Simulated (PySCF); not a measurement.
Ge(H)(F)(Vi)2, C₄H₇FGe, SMILES [CH]([GeH]([CH]=C)[F])=C, CAM-B3LYP/def2-SVP optimised geometry.

```
13

Ge     0.12    -1.94     0.00
F     -0.34    -2.69    -1.52
C     -0.67    -3.04     1.37
C     -1.42    -2.54     2.36
C     -0.57    -0.14     0.00
C      0.24     0.92     0.00
H      1.65    -1.94     0.00
H     -0.49    -4.13     1.34
H     -1.64    -1.47     2.44
H     -1.86    -3.18     3.13
H     -1.65     0.01    -0.01
H     -0.15     1.94     0.00
H      1.33     0.82     0.01
```

Density from CAM-B3LYP/def2-TZVP in PySCF at that geometry.

Minimum of the electron density along straight lines between bonded atoms, close to the bond critical point (lines longer than 1.1 times the sum of covalent radii, or with two minima, are not listed):

| bond | length / Å | ρ at the minimum / e bohr⁻³ | ∇²ρ there / e bohr⁻⁵ | position (fraction from the first atom) |
|---|---|---|---|---|
| Ge1–F2 | 1.749 | 0.137 | ? | 0.48 |
| Ge1–C3 | 1.929 | 0.136 | 0.11 | 0.47 |
| C3–C4 | 1.333 | 0.352 | -1.07 | 0.50 |
| Ge1–C5 | 1.928 | 0.136 | 0.11 | 0.47 |
| C5–C6 | 1.333 | 0.352 | -1.08 | 0.50 |
| Ge1–H7 | 1.536 | 0.136 | ? | 0.59 |
| C3–H8 | 1.096 | 0.276 | -0.96 | 0.65 |
| C4–H9 | 1.095 | 0.280 | -0.99 | 0.65 |
| C4–H10 | 1.095 | 0.279 | -0.98 | 0.65 |
| C5–H11 | 1.096 | 0.276 | -0.96 | 0.65 |
| C6–H12 | 1.095 | 0.279 | -0.99 | 0.65 |
| C6–H13 | 1.096 | 0.280 | -0.99 | 0.65 |

Q: Some entries are withheld; supply them.

A: 
- Ge1–F2, ∇²ρ there / e bohr⁻⁵: 0.77
- Ge1–H7, ∇²ρ there / e bohr⁻⁵: 0.04
